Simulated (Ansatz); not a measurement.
Saddle point of GaNH₈O, closed shell (GaH₃ + H₂O + NH₃ → GaH₃O ([OH][GaH2]) + NH₃ + H₂; bonds formed: H2–H7, H5–N8; dative contacts that become bonds: Ga1–O6; bonds broken: Ga1–H2, H5–O6, H7–N8), PBE0-D4/def2-TZVP structure:

Ga1  (-1.463, 0.466, -0.468)
H2  (-0.109, -0.225, -1.411)
H3  (-2.683, -0.460, -0.826)
H4  (-1.329, 1.991, -0.819)
H5  (0.950, -0.185, 0.920)
O6  (-0.770, 0.113, 1.238)
H7  (0.680, -0.251, -0.816)
N8  (1.631, -0.286, 0.142)
H9  (-1.321, -0.500, 1.726)
H10  (2.142, -1.157, 0.202)
H11  (2.273, 0.495, 0.112)
(Å)

Energies are electronic, without zero-point energy. Barriers and step energies count from the start structure reached by relaxing down the imaginary mode; all methods use the PBE0-D4 structures, on which another method's saddle can fall below an end. Program: Ansatz 0.2.0. Basis: def2-TZVPP, with def2-QZVPP for the basis limit. Cores are frozen in the correlated methods. Filled d shells of the heavier atoms are correlated. The def2 sets are not built for correlating such inner shells, so the correlated values are less sure here. B3LYP uses VWN-RPA correlation. Extrapolation: Hartree–Fock as exp(−7.88 √X), correlation as X^−2.97.

```json
{"method": "SPW92", "barrier (kcal/mol)": "10.84", "step energy (kcal/mol)": "15.92"}
{"method": "PBE-D4", "barrier (kcal/mol)": "13.67", "step energy (kcal/mol)": "10.34"}
{"method": "BLYP-D4", "barrier (kcal/mol)": "14.32", "step energy (kcal/mol)": "7.65"}
{"method": "r2SCAN-D4", "barrier (kcal/mol)": "14.62", "step energy (kcal/mol)": "10.59"}
{"method": "B97M-V", "barrier (kcal/mol)": "17.80", "step energy (kcal/mol)": "12.21"}
{"method": "PBE0-D4", "barrier (kcal/mol)": "16.66", "step energy (kcal/mol)": "11.84"}
{"method": "B3LYP-D4", "barrier (kcal/mol)": "?", "step energy (kcal/mol)": "9.35"}
{"method": "r2SCAN0-D4", "barrier (kcal/mol)": "17.21", "step energy (kcal/mol)": "11.70"}
{"method": "BHLYP-D4", "barrier (kcal/mol)": "?", "step energy (kcal/mol)": "10.67"}
{"method": "CAM-B3LYP-D4", "barrier (kcal/mol)": "18.07", "step energy (kcal/mol)": "10.82"}
{"method": "wB97X-V", "barrier (kcal/mol)": "18.97", "step energy (kcal/mol)": "10.23"}
{"method": "wB97M-V", "barrier (kcal/mol)": "?", "step energy (kcal/mol)": "10.30"}
{"method": "B2PLYP", "barrier (kcal/mol)": "17.95", "step energy (kcal/mol)": "9.12"}
{"method": "PBE-QIDH", "barrier (kcal/mol)": "18.54", "step energy (kcal/mol)": "11.43"}
{"method": "RPA on PBE", "barrier (kcal/mol)": "19.52", "step energy (kcal/mol)": "9.25"}
{"method": "HF", "barrier (kcal/mol)": "27.50", "step energy (kcal/mol)": "10.04"}
{"method": "MP2", "barrier (kcal/mol)": "18.19", "step energy (kcal/mol)": "8.64"}
{"method": "CCSD", "barrier (kcal/mol)": "20.98", "step energy (kcal/mol)": "10.06"}
{"method": "CCSD(T)", "barrier (kcal/mol)": "19.55", "step energy (kcal/mol)": "9.85"}
```

Task: Fill in the withheld barriers. (Judge from chemistry; the value comes from the calculation.)

Result: Computed: BHLYP-D4 20.18; wB97M-V 19.56; B3LYP-D4 16.75 kcal/mol. Each is the energy of the saddle less that of the start structure, by the same method.

For comparison, the barrier by CCSD(T) at an estimated basis limit (MP2 extrapolated from triple and quadruple zeta, plus CCSD(T) − MP2 in triple zeta) is 18.91 kcal/mol.

T1 diagnostic: at most 0.013.

The step is the kind of ligand exchange by which a precursor binds to a hydroxyl group, or is hydrolysed, in atomic layer deposition of oxides.

Labels in which every atom is bracketed show which atoms are joined, not bond orders.

For scale, one of the runs: CCSD(T)/def2-TZVPP, 222 basis functions, launched by `ansatz run in.yaml --threads 4 --pin off --events-out ev --progress --plain --max-ram 9574MiB`. Time: 110 s of wall clock on 4 CPU threads of an Arm Neoverse V2; the host was shared. Peak host memory: 3.6 GiB.
